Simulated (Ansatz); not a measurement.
`[CH3][Ta]([CH3])(=[O])[OH]`, relaxed with RKS PBE0-D4/def2-TZVP in the Gaussian-basis code of Ansatz from a PBE-D4/def2-SVP geometry. The force threshold is 0.005 eV/Å; the program also tests the step.

The species carries charge 0 and has multiplicity 1. Ta: def2 effective core potential.

Start:

```xyz
12

C     1.330    0.341   -1.248
Ta    0.089    0.478    0.521
C    -0.995   -1.384    0.734
O     1.190    0.538    1.864
O    -1.040    2.034    0.546
H     0.728    0.338   -2.184
H     1.899   -0.617   -1.200
H     2.082    1.157   -1.319
H    -1.773   -1.509   -0.053
H    -1.482   -1.497    1.727
H    -0.266   -2.222    0.636
H    -1.763    2.344   -0.024
```

(1) By how much does the energy fall, and how many steps does the optimiser take? (Best estimate.)

(2) Which bonds change most? (An estimate is asked.)

(3) Give the relaxed structure. (An estimate is asked.)

Answers

(1) Computed: 1.25 kcal/mol, in 8 steps, 1 of them rejected.

(2) Ansatz gave: Ta2–O4 from 1.738 to 1.716 Å; C3–H11 from 1.115 to 1.097 Å; C3–H10 from 1.112 to 1.094 Å; C1–H7 from 1.115 to 1.097 Å.

(3) Computed: 
```xyz
12

C     1.325    0.339   -1.244
Ta    0.101    0.473    0.531
C    -0.990   -1.380    0.731
O     1.181    0.549    1.863
O    -1.034    2.005    0.532
H     0.725    0.348   -2.160
H     1.884   -0.605   -1.213
H     2.063    1.144   -1.307
H    -1.759   -1.491   -0.043
H    -1.469   -1.482    1.709
H    -0.285   -2.214    0.632
H    -1.743    2.314   -0.030
```
